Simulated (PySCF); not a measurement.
C5H7N2O (doublet state).
Cartesian coordinates in Å at the GFN2-xTB level; atoms count from 1:
```
atom  x, y, z in Å
C1     2.700   -0.316   -0.180
N2     1.399   -0.252    0.337
C3     0.312    0.188   -0.255
O4     0.392    0.817   -1.308
C5    -0.995   -0.071    0.492
C6    -2.064    0.961    0.129
C7    -1.422   -1.400    0.120
N8    -1.763   -2.447   -0.184
H9     2.730   -0.673   -1.215
H10    3.244   -1.024    0.453
H11    3.210    0.651   -0.094
H12   -0.784   -0.071    1.567
H13   -3.011    0.708    0.601
H14   -2.201    0.989   -0.949
H15   -1.751    1.947    0.464
```

The hyperfine couplings belong to this conformer and change with its torsions.

As a line formula: `C[N]C(=O)[C@@H](C)C#N` [radical].

Method: UKS B3LYP, pcH-1 on C H N O, non-relativistic, mean-field spin-orbit, GIAO (PySCF 2.14.0). Isolated species at its GFN2-xTB geometry (one conformer only). Couplings are sensitive to structure, and on GFN2-xTB geometries they can be far from those on DFT ones. The frame is twisted about the N2–C3 bond at this geometry (dihedral C1–N2–C3–O4 = -12°); couplings at other torsion angles weren't computed. The SCF solution wasn't tested for stability.

Problem. The isotropic 13C couplings are -22.3, -12.8, -6.5, +2.3, -1.2 MHz. Assign them to C1; C3; C5; C6; C7.

Solution. 
```json
{"site": "C1", "a_iso (MHz)": "-12.8", "ρ(0) (bohr⁻³)": "-0.0114", "position": "1 bond from N2", "distance from N2 (Å)": "1.40", "spin population": "-0.03", "largest |T| (MHz)": "7.4"}
{"site": "C3", "a_iso (MHz)": "-22.3", "ρ(0) (bohr⁻³)": "-0.0199", "position": "1 bond from N2", "distance from N2 (Å)": "1.31", "spin population": "-0.08", "largest |T| (MHz)": "17.7"}
{"site": "C5", "a_iso (MHz)": "-6.5", "ρ(0) (bohr⁻³)": "-0.0058", "position": "2 bonds from N2", "distance from N2 (Å)": "2.41", "spin population": "0.00", "largest |T| (MHz)": "1.2"}
{"site": "C6", "a_iso (MHz)": "+2.3", "ρ(0) (bohr⁻³)": "+0.0021", "position": "3 bonds from N2", "distance from N2 (Å)": "3.68", "spin population": "0.00", "largest |T| (MHz)": "1.2"}
{"site": "C7", "a_iso (MHz)": "-1.2", "ρ(0) (bohr⁻³)": "-0.0010", "position": "3 bonds from N2", "distance from N2 (Å)": "3.05", "spin population": "0.00", "largest |T| (MHz)": "1.1"}
```

Problem. The isotropic 1H couplings, averaged over equivalent nuclei, are +72.8, -2.4, +0.2 MHz. Assign them to H9/H10/H11; H12; H13/H14/H15.

Solution. 
```csv
site,a_iso (MHz),ρ(0) (bohr⁻³),position,distance from N2 (Å),bound to,spin population there,largest |T| (MHz)
H9/H10/H11,+72.8,+0.0163,2 bonds from N2,2.05,C1,-0.03,9.2
H12,-2.4,-0.0005,3 bonds from N2,2.51,C5,0.00,6.5
H13/H14/H15,+0.2,+0.0001,4 bonds from N2,4.13,C6,0.00,2.5
```

ρ(0) is the spin density at the nucleus and T the dipolar tensor; entries for several nuclei are means. Largest spin populations (Mulliken): N2 (+0.71), O4 (+0.31) and C3 (-0.08). The positive populations add up to 1.12 and the negative ones to -0.12, together 2S = 1.

β density exceeds α density at some nuclei, such as C3 (-0.0199), C1 (-0.0114) and C5 (-0.0058), spin density in bohr⁻³. In a single determinant that takes different orbitals for the two spins, that is spin polarisation.

Means are taken over nuclei equivalent by connectivity, which assumes that they swap fast. The three 1H nuclei of mean +72.8 MHz run from -2.4 to 132.1 MHz in the frozen geometry.
